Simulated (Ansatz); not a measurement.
`[SiH3][CH2][SbH2]` → `[CH3][SbH2]` + `[SiH2]` at 400 K and 1 bar (silylene formation by 1,1-elimination).

Gas-phase electronic energies from Ansatz, PBE0-D4/def2-TZVP geometries. CCSD(T)/CBS is the MP2 limit (def2-TZVPP, def2-QZVPP) plus CCSD(T) − MP2 in def2-TZVPP, frozen cores. This one scheme is used for every species. def2 core potentials past Kr. For Sb outer-core shells are correlated without core-valence functions, which leaves a few kJ/mol of doubt a bond.

```tsv
species	CCSD(T)/CBS energy (Eh)	H − E (kJ/mol)	S (J/(mol·K))
`[SiH3][CH2][SbH2]`	-571.33795	201.3	377.0
`[CH3][SbH2]`	-281.05548	151.3	304.9
`[SiH2]`	-290.19011	44.2	218.1
```

H − E and S are ideal-gas, rigid-rotor, harmonic terms from PBE0-D4/def2-TZVP. 1 Eh = 2625.50 kJ/mol, R = 8.31446 J/(mol·K).

Task: By hand: ΔE, ΔH, ΔS and ΔG.

Result: ΔE = (-281.05548) + (-290.19011) − (-571.33795) = 0.09236 Eh = 242.5 kJ/mol. Δ(H − E) = 151.3 + 44.2 − 201.3 = -5.8, so ΔH = 236.7 kJ/mol. ΔS = 304.9 + 218.1 − 377.0 = 146.0 J/(mol·K). ΔG = 236.7 − 400 × (146.0)/1000 = 178.3 kJ/mol.

Task: By hand: the equilibrium constant, and the temperature at which ΔG would vanish if ΔH and ΔS stayed fixed.

Result: log₁₀ K = −ΔG/(RT ln 10) = -23.3. ΔG = 0 at ΔH/ΔS = 1621 K.

The number of gas molecules changes by +1, which sets the sign of ΔS. A doubt of 5 kJ/mol in ΔE shifts log₁₀ K by 0.7 here. Modes under 60 cm⁻¹, often nearly free rotors, make the harmonic entropy too high. These are equilibria of isolated gas molecules and say nothing of rates. Largest T1 diagnostic: 0.014 (customary marks: 0.02 for closed shells, 0.045 for open ones).
